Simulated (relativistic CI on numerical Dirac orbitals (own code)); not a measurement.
Mn³⁺ in a cubic cluster: L2,3 absorption with charge transfer

Computed with a charge-transfer multiplet model of a cubic metal-ligand cluster with up to one ligand hole, Slater and spin-orbit integrals from Dirac-Coulomb-Breit ions, Slater integrals scaled by 0.7. The ground state mixes d4 with configurations of k ligand holes L, whose averages lie at kΔ + k(k − 1)U_dd/2; a core hole lowers each added d electron by U_cd. 300 K, Lorentzian 0.4 eV and Gaussian 0.3 eV FWHM.

Atomic integrals in eV (Slater integrals scaled, ζ unscaled), ground: F2dd 7.948, F4dd 4.972, zeta_d 0.043; with the core hole: F2dd 8.503, F4dd 5.322, zeta_d 0.060, zeta_core 6.788, F2cd 4.916, G1cd 3.683, G3cd 2.092.

Cluster parameters (eV): U_dd = 6.1, U_cd = 6.9, 10Dq = 0.85, 10Dq(ligand) = 1.2, V(eg) = 1.45, V(t2g) = -0.62, final-state hopping factor = 0.8.

```tsv
Case	n_d	d4	d5L	S
Δ = 3.9 eV	4.26	0.74	0.26	2.00
Δ = 4.9 eV	4.20	0.80	0.20	2.00
Δ = 6.9 eV	4.12	0.88	0.12	2.00
```

Weights, n_d and S are thermal averages at 300 K. Photon energies count from the first peak over 30 % of the highest in each spectrum, which can be another peak from case to case. The parameters are a model scan and need not match a compound or its usual spin state. Peaks in eV (height, largest 100):
- Δ = 3.9 eV: 0.0 (100), 0.7 (86), 2.5 (23), 7.3 (14), 8.4 (23), 9.3 (22), 9.6 (22), 11.5 (42)
- Δ = 4.9 eV: 0.0 (100), 0.9 (83), 7.1 (16), 8.3 (25), 9.3 (22), 11.4 (43), 13.4 (6)
- Δ = 6.9 eV: -3.5 (6), 0.0 (100), 0.7 (78), 5.0 (5), 7.0 (19), 8.2 (28), 9.2 (23), 11.4 (45), 13.5 (7)

Curve for Δ = 3.9 eV (points under 2 left out, the grid thinned):

```csv
E (eV),Intensity
-3.7,2.1
-3.3,4.5
-2.9,3.8
-2.5,5.6
-2.0,12.3
-1.6,26.0
-1.2,33.0
-0.8,45.7
-0.4,64.0
0.0,100.0
0.4,73.5
0.9,80.0
1.3,47.7
1.7,31.7
2.1,23.4
2.5,22.8
2.9,19.3
3.3,14.6
3.7,10.2
4.2,6.9
4.6,5.6
5.0,5.0
5.4,4.1
5.8,3.6
6.2,3.4
6.6,4.4
7.1,11.6
7.5,11.1
7.9,8.5
8.3,20.1
8.7,17.6
9.1,20.6
9.5,21.8
9.9,18.1
10.4,17.9
10.8,31.4
11.2,37.8
11.6,39.9
12.0,20.4
12.4,11.9
12.8,7.4
13.3,5.7
13.7,4.3
14.1,2.9
14.5,2.1
```

For the case Δ = 3.9 eV, Δ = 3.9 eV is smaller than U_dd = 6.1 eV, the charge-transfer side of the Zaanen-Sawatzky-Allen scheme. With the core hole the configuration with one ligand hole lies at Δ + U_dd − U_cd = 3.1, 4.1, 6.1 eV from the one without, in the order of the table; where this is negative the screened configuration lies lower.

With at most 1 ligand hole the space is cut while the next configuration still counts, so covalency is underestimated, and a final configuration with one more ligand hole, which can lie low, is missing from the spectra.
